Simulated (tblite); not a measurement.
Record of a relaxation.

Compound: C₇H₁₁O₂P.
Bonds: C1–C2, C2–O3 (double), C2–P4, P4–C5, C5–C6, C6–C7, C7–O8 (double), C7–C9, C9–C10, P4–C10. Hydrogens: H11, H12, H13 on C1; H14, H15 on C5; H16, H17 on C6; H18, H19 on C9; H20, H21 on C10.

Computed with GFN2-xTB (tblite), gas phase: L-BFGS steps from a force-field or distance-geometry start until the largest atomic force falls under 0.01 eV/Å. 8 of its 209 geometries are shown.

Step 0: E = -848.5216 eV, largest atomic force 3.552 eV/Å
```
atom  x, y, z in Å  |  force x, y, z in eV/Å
C1      3.284    0.052    0.031   -1.247  -1.046  -1.258
C2      2.135    1.044   -0.009    1.568   0.718   2.278
O3      2.413    2.202    0.264   -1.196  -0.241  -0.677
P4      0.495    0.421   -0.422   -0.574   0.394  -1.894
C5      0.083   -1.244    0.305    2.530   0.420   1.481
C6     -1.363   -1.510    0.456   -0.327  -2.063   0.614
C7     -2.324   -0.568   -0.106   -3.386  -0.841  -0.664
O8     -3.447   -1.013   -0.372    0.928   0.338   0.244
C9     -2.103    0.856   -0.380   -0.850   1.512  -0.834
C10    -0.907    1.483    0.236    1.662   0.414   0.450
H11     4.221    0.564    0.219   -0.130  -0.166   0.118
H12     3.278   -0.408   -0.994    0.352   0.066   0.885
H13     3.016   -0.728    0.772    0.512   0.375  -0.397
H14     0.619   -2.019   -0.282   -0.325   0.473   0.187
H15     0.527   -1.262    1.337    0.084  -0.070  -0.599
H16    -1.638   -1.703    1.537    0.160   0.385  -0.931
H17    -1.557   -2.497   -0.043   -0.220   0.634   0.370
H18    -2.007    0.942   -1.490   -0.214  -0.059   0.466
H19    -3.024    1.450   -0.101    0.627  -0.728  -0.308
H20    -0.754    2.532   -0.134   -0.054  -0.842   0.547
H21    -0.955    1.423    1.330    0.100   0.329  -0.078
```

Step 30: E = -849.5110 eV, largest atomic force 0.176 eV/Å
```
atom  x, y, z in Å  |  force x, y, z in eV/Å
C1      3.191    0.036    0.039   -0.022   0.010  -0.008
C2      2.021    0.977    0.053   -0.099  -0.142   0.029
O3      2.030    2.082    0.526    0.079   0.085   0.013
P4      0.481    0.344   -0.796    0.017   0.020   0.017
C5      0.172   -1.152    0.280    0.017   0.039  -0.033
C6     -1.321   -1.482    0.431    0.013  -0.022  -0.008
C7     -2.397   -0.575   -0.148    0.002  -0.027   0.010
O8     -3.487   -1.040   -0.378   -0.036  -0.015  -0.038
C9     -2.124    0.893   -0.382   -0.006  -0.018   0.004
C10    -0.768    1.370    0.107    0.030   0.016  -0.038
H11     4.117    0.554    0.275   -0.002   0.040   0.023
H12     3.268   -0.447   -0.934   -0.029   0.004   0.008
H13     3.015   -0.735    0.790    0.047  -0.015  -0.024
H14     0.699   -2.001   -0.161   -0.018  -0.027   0.024
H15     0.611   -0.952    1.261   -0.007  -0.025   0.012
H16    -1.568   -1.542    1.497   -0.001   0.007  -0.015
H17    -1.527   -2.473    0.020   -0.007  -0.008   0.009
H18    -2.205    1.049   -1.463   -0.007   0.013   0.008
H19    -2.945    1.458    0.070    0.011  -0.012   0.042
H20    -0.613    2.425   -0.120   -0.017   0.030  -0.034
H21    -0.661    1.229    1.186    0.036   0.046  -0.001
```

Step 59: E = -849.5409 eV, largest atomic force 0.594 eV/Å
```
atom  x, y, z in Å  |  force x, y, z in eV/Å
C1      3.210    0.028   -0.010    0.076  -0.054   0.012
C2      2.009    0.924    0.071    0.112  -0.052   0.020
O3      2.016    1.994    0.621   -0.129   0.026  -0.058
P4      0.479    0.278   -0.792   -0.035   0.104   0.035
C5      0.146   -1.152    0.365   -0.014   0.008  -0.010
C6     -1.355   -1.476    0.466   -0.047  -0.024   0.011
C7     -2.332   -0.616   -0.325   -0.318  -0.265  -0.112
O8     -3.279   -1.122   -0.887    0.485   0.250   0.234
C9     -2.153    0.890   -0.297   -0.102  -0.136   0.013
C10    -0.752    1.385    0.043   -0.012   0.055  -0.007
H11     4.115    0.570    0.260   -0.031   0.021   0.053
H12     3.323   -0.391   -1.007   -0.115   0.000  -0.042
H13     3.069   -0.796    0.690    0.034  -0.026  -0.014
H14     0.683   -2.023   -0.012    0.021   0.003   0.032
H15     0.542   -0.900    1.353    0.026  -0.018  -0.007
H16    -1.682   -1.392    1.508    0.031   0.069  -0.034
H17    -1.523   -2.516    0.174   -0.083   0.072  -0.055
H18    -2.462    1.252   -1.284    0.040   0.009   0.081
H19    -2.885    1.281    0.422    0.079  -0.044  -0.068
H20    -0.634    2.405   -0.324    0.083   0.052   0.005
H21    -0.543    1.394    1.120   -0.102  -0.049  -0.088
```

Step 89: E = -849.5694 eV, largest atomic force 0.073 eV/Å
```
atom  x, y, z in Å  |  force x, y, z in eV/Å
C1      3.184    0.013   -0.067    0.021   0.014   0.012
C2      1.992    0.912    0.063    0.016   0.004   0.025
O3      2.001    1.995    0.587    0.029   0.016   0.013
P4      0.443    0.267   -0.747    0.018  -0.022   0.015
C5      0.131   -1.164    0.424    0.033  -0.001  -0.011
C6     -1.381   -1.428    0.550    0.048  -0.009   0.008
C7     -2.215   -0.634   -0.436    0.004   0.019   0.010
O8     -2.906   -1.171   -1.262   -0.057  -0.003  -0.045
C9     -2.162    0.873   -0.282   -0.055   0.026  -0.002
C10    -0.771    1.389    0.089   -0.026  -0.010  -0.019
H11     4.091    0.526    0.243    0.027   0.017   0.017
H12     3.272   -0.316   -1.101   -0.006  -0.018   0.006
H13     3.038   -0.866    0.559    0.008  -0.020  -0.020
H14     0.636   -2.045    0.025   -0.020   0.007  -0.022
H15     0.561   -0.942    1.405    0.007   0.022  -0.037
H16    -1.726   -1.160    1.550    0.010   0.002   0.025
H17    -1.589   -2.486    0.383   -0.030  -0.002   0.040
H18    -2.498    1.310   -1.225   -0.001  -0.005   0.027
H19    -2.886    1.153    0.489   -0.038  -0.020  -0.018
H20    -0.636    2.413   -0.262    0.025  -0.005   0.004
H21    -0.591    1.376    1.168   -0.013  -0.013  -0.027
```

Step 119: E = -849.6464 eV, largest atomic force 0.137 eV/Å
```
atom  x, y, z in Å  |  force x, y, z in eV/Å
C1      3.177    0.068    0.194    0.014  -0.023   0.007
C2      1.926    0.885    0.343    0.030  -0.086   0.009
O3      1.809    1.819    1.092   -0.038   0.048   0.007
P4      0.566    0.392   -0.838   -0.018  -0.078   0.019
C5      0.115   -1.280   -0.088   -0.001   0.007  -0.028
C6     -1.210   -1.265    0.683    0.035   0.003  -0.024
C7     -2.312   -0.658   -0.154   -0.057  -0.017  -0.026
O8     -3.252   -1.288   -0.570    0.125   0.011   0.055
C9     -2.159    0.824   -0.415   -0.021  -0.032  -0.008
C10    -0.790    1.395   -0.067   -0.013  -0.016   0.037
H11     4.044    0.608    0.568   -0.018   0.029  -0.011
H12     3.310   -0.201   -0.853    0.039  -0.010   0.012
H13     3.074   -0.850    0.772    0.010  -0.007  -0.001
H14     0.042   -1.975   -0.930   -0.071  -0.001   0.044
H15     0.911   -1.649    0.565   -0.016   0.090  -0.055
H16    -1.116   -0.677    1.600    0.060  -0.053  -0.021
H17    -1.482   -2.288    0.947   -0.005  -0.025   0.004
H18    -2.417    1.001   -1.463    0.038   0.063   0.036
H19    -2.929    1.310    0.193   -0.018   0.081  -0.056
H20    -0.693    2.419   -0.434   -0.043  -0.003  -0.046
H21    -0.622    1.427    1.012   -0.031   0.019   0.047
```

Step 149: E = -849.7485 eV, largest atomic force 0.399 eV/Å
```
atom  x, y, z in Å  |  force x, y, z in eV/Å
C1      3.076   -0.029    0.487   -0.043   0.020   0.009
C2      1.752    0.674    0.600    0.065   0.127  -0.046
O3      1.422    1.320    1.560   -0.006  -0.010   0.086
P4      0.666    0.565   -0.922   -0.014  -0.021   0.047
C5      0.056   -1.156   -0.528    0.053  -0.022  -0.110
C6     -0.916   -1.192    0.646    0.055  -0.108  -0.023
C7     -2.229   -0.538    0.291    0.155   0.030  -0.078
O8     -3.289   -1.023    0.581   -0.339  -0.140   0.157
C9     -2.122    0.735   -0.506    0.096   0.050  -0.021
C10    -0.819    1.495   -0.288   -0.014   0.024  -0.013
H11     3.859    0.645    0.831    0.017  -0.004  -0.054
H12     3.275   -0.353   -0.534   -0.054   0.043   0.041
H13     3.089   -0.891    1.151   -0.038  -0.058   0.027
H14    -0.415   -1.546   -1.436   -0.059  -0.005   0.072
H15     0.929   -1.780   -0.332    0.050  -0.057   0.035
H16    -0.497   -0.668    1.512    0.016   0.012  -0.027
H17    -1.114   -2.225    0.947    0.006   0.048   0.000
H18    -2.214    0.446   -1.557   -0.002   0.010  -0.083
H19    -2.984    1.366   -0.280    0.000   0.010   0.038
H20    -0.860    2.435   -0.840    0.006   0.101  -0.020
H21    -0.673    1.738    0.770    0.050  -0.051  -0.035
```

Step 178: E = -849.7659 eV, largest atomic force 0.051 eV/Å
```
atom  x, y, z in Å  |  force x, y, z in eV/Å
C1      3.006   -0.055    0.574    0.008   0.002  -0.005
C2      1.714    0.708    0.639    0.003  -0.019  -0.002
O3      1.371    1.371    1.584    0.000   0.015   0.004
P4      0.693    0.603   -0.927   -0.022  -0.003   0.021
C5      0.080   -1.134   -0.613   -0.022  -0.015  -0.037
C6     -0.864   -1.228    0.581    0.015   0.001  -0.013
C7     -2.178   -0.514    0.357   -0.007   0.014   0.001
O8     -3.210   -0.902    0.843    0.012   0.007  -0.014
C9     -2.104    0.716   -0.516   -0.017   0.004  -0.007
C10    -0.817    1.514   -0.333   -0.004  -0.004  -0.008
H11     3.826    0.607    0.843    0.003   0.004   0.008
H12     3.168   -0.456   -0.424    0.001  -0.014  -0.007
H13     2.991   -0.866    1.302   -0.013   0.000   0.007
H14    -0.431   -1.466   -1.521    0.006   0.000  -0.014
H15     0.949   -1.781   -0.477   -0.003  -0.001   0.027
H16    -0.403   -0.775    1.463    0.013   0.016   0.047
H17    -1.083   -2.269    0.828    0.033  -0.021  -0.009
H18    -2.193    0.381   -1.556   -0.004   0.010   0.018
H19    -2.974    1.341   -0.302   -0.006   0.001  -0.007
H20    -0.883    2.441   -0.908   -0.008   0.020  -0.001
H21    -0.667    1.783    0.718    0.010  -0.014  -0.008
```

Step 208: E = -849.7681 eV, largest atomic force 0.010 eV/Å
```
atom  x, y, z in Å  |  force x, y, z in eV/Å
C1      2.972   -0.084    0.596    0.001  -0.003   0.001
C2      1.715    0.739    0.618   -0.001  -0.002   0.000
O3      1.407    1.465    1.528    0.000   0.006   0.003
P4      0.688    0.621   -0.940   -0.004  -0.003  -0.004
C5      0.091   -1.122   -0.635    0.003   0.002   0.004
C6     -0.835   -1.225    0.571   -0.006   0.000   0.003
C7     -2.160   -0.528    0.357   -0.002  -0.002   0.005
O8     -3.187   -0.939    0.836    0.007  -0.002   0.000
C9     -2.108    0.713   -0.501   -0.002   0.002   0.001
C10    -0.825    1.520   -0.333   -0.006   0.005  -0.001
H11     3.817    0.546    0.869    0.006  -0.001   0.001
H12     3.137   -0.521   -0.386    0.002   0.006  -0.004
H13     2.900   -0.873    1.344   -0.003  -0.005   0.001
H14    -0.425   -1.457   -1.538    0.003   0.002   0.001
H15     0.966   -1.763   -0.505   -0.001  -0.001  -0.004
H16    -0.369   -0.763    1.448   -0.003  -0.003   0.001
H17    -1.033   -2.271    0.822    0.000  -0.001  -0.001
H18    -2.214    0.391   -1.543   -0.004  -0.003   0.001
H19    -2.980    1.328   -0.265    0.008   0.002  -0.005
H20    -0.906    2.449   -0.904    0.003   0.001   0.000
H21    -0.662    1.789    0.716   -0.002  -0.002  -0.002
```

Q: Summarise the path.

A: The energy falls by 120.27 kJ/mol from step 0 to step 208; nine tenths of that is first reached at step 119. It rises by more than 0.2 meV at steps 116 and 150. The largest force goes from 3.552 to 0.010 eV/Å. Among the bonds C2–P4 changes most, from 1.801 to 1.870 Å; the atoms move by 1.006 Å rms after alignment.
